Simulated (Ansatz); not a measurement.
`O[SiH2]B(F)Cl` + `C=N` → `C=NB(F)Cl` + silanol at 400 K and 1 bar (cleavage of the B–Si bond).

Computed with Ansatz on PBE0-D4/def2-TZVP structures; ΔE is electronic, products minus reactants. CCSD(T)/CBS is the MP2 limit (def2-TZVPP, def2-QZVPP) plus CCSD(T) − MP2 in def2-TZVPP, frozen cores. This one scheme is used for every species. One conformer a species, not always the lowest.

| species | CCSD(T)/CBS energy (Eh) | H − E (kJ/mol) | S (J/(mol·K)) |
| --- | --- | --- | --- |
| `O[SiH2]B(F)Cl` | -950.55475 | 135.1 | 390.4 |
| `C=N` | -94.52360 | 119.4 | 238.9 |
| `C=NB(F)Cl` | -678.42235 | 128.3 | 343.0 |
| `O[SiH3]` | -366.69042 | 120.0 | 276.4 |

H − E and S are ideal-gas, rigid-rotor, harmonic terms from PBE0-D4/def2-TZVP, for one conformer and one mirror image of each species. 1 Eh = 2625.50 kJ/mol, R = 8.31446 J/(mol·K).

Problem. By hand: ΔE, ΔH, ΔS and ΔG.

Solution. ΔE = (-678.42235) + (-366.69042) − (-950.55475) − (-94.52360) = -0.03442 Eh = -90.4 kJ/mol. Δ(H − E) = 128.3 + 120.0 − 135.1 − 119.4 = -6.2, so ΔH = -96.6 kJ/mol. ΔS = 343.0 + 276.4 − 390.4 − 238.9 = -9.9 J/(mol·K). ΔG = -96.6 − 400 × (-9.9)/1000 = -92.6 kJ/mol.

Problem. By hand: the equilibrium constant, and the temperature at which ΔG would vanish if ΔH and ΔS stayed fixed.

Solution. log₁₀ K = −ΔG/(RT ln 10) = 12.1. ΔG = 0 at ΔH/ΔS = 9758 K, far beyond where these terms or the molecules hold.

The number of gas molecules stays the same, so ΔS is small and ΔH decides. A doubt of 5 kJ/mol in ΔE shifts log₁₀ K by 0.7 here. Other conformers and mirror images would add mixing entropy, several J/(mol·K) or more a flexible species. Modes under 60 cm⁻¹, often nearly free rotors, make the harmonic entropy too high. These are equilibria of isolated gas molecules and say nothing of rates. Largest T1 diagnostic: 0.013 (customary marks: 0.02 for closed shells, 0.045 for open ones).
